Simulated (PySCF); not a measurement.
# Correlation energy of Rb³⁵⁺ (rubidium, charge +35)

Starting occupation: 1s2. All numbers are calculated (PySCF 2.14, X2C-1e with screened-nucleus spin-orbit coupling, Gaussian nucleus, in an uncontracted even-tempered set (17 s from 6.2 bohr⁻², ratio 2.6; 11 p from 8.1 bohr⁻², ratio 2.6; 6 d from 8.3 bohr⁻², ratio 2.8; 3 f from 360 bohr⁻², ratio 2.8)). Frozen: nothing; 2 electrons correlated; the 34 highest virtual spinors left out.

Total MP2 correlation energy: -50.45 mhartree.

With two correlated electrons CCSD is exact within the correlated space (frozen core and kept virtual orbitals).

The virtual space was cut to 52 spinors, which keep -47.76 of the -50.45 mhartree of MP2 correlation.

```tsv
level	correlation energy (mhartree)
CCSD	-48.20
```

Diagnostics: T1 = 2.5e-06, largest double amplitude 0.002.

**Question.** Is a single reference adequate?

**Answer.** Yes: T1 lies below 0.03 and no double amplitude reaches 0.07.

The coupled-cluster values are those of the cut space; adding the MP2 remainder, -2.69 mhartree, estimates the full space.

At this charge the one-electron X2C treatment keeps the bare 1/r₁₂, with no two-electron picture change or Breit term. That inflates the 1s pair energies well beyond their four-component values.
